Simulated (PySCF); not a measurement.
**Correlation energy of Sc⁻ (scandium, charge -1)**

[Ar] 3d2 4s2, high-spin 3F determinant. Calculation: PySCF 2.14, in x2c-TZVPPall with one added diffuse shell each of s, p, d, f type (7s6p5d3f1g, 80 functions); the spin-free X2C one-electron Hamiltonian (Gaussian nucleus). Frozen: [Ne]; 12 electrons correlated.

MP2 pair energies summed by pair of shells (mhartree):

```csv
pair,energy,share (%)
3p-3p,-114.24,47.2
3p-3d,-47.18,19.5
3s-3p,-21.82,9.0
3d-4s,-13.81,5.7
4s-4s,-12.80,5.3
3p-4s,-12.27,5.1
3s-3d,-7.23,3.0
3d-3d,-6.37,2.6
3s-3s,-5.74,2.4
3s-4s,-0.66,0.3
```

Total MP2 correlation energy: -242.12 mhartree.

Same-spin part -75.82 and opposite-spin part -166.30 mhartree; SCS-MP2 scales them by 1/3 and 6/5 to -224.84 mhartree.

The Hartree-Fock reference does not bind the outermost electron (its level is positive or very diffuse), so these energies belong to a reference that the basis holds together.

This basis was not built for core-valence correlation, so the inner-shell part is incomplete.
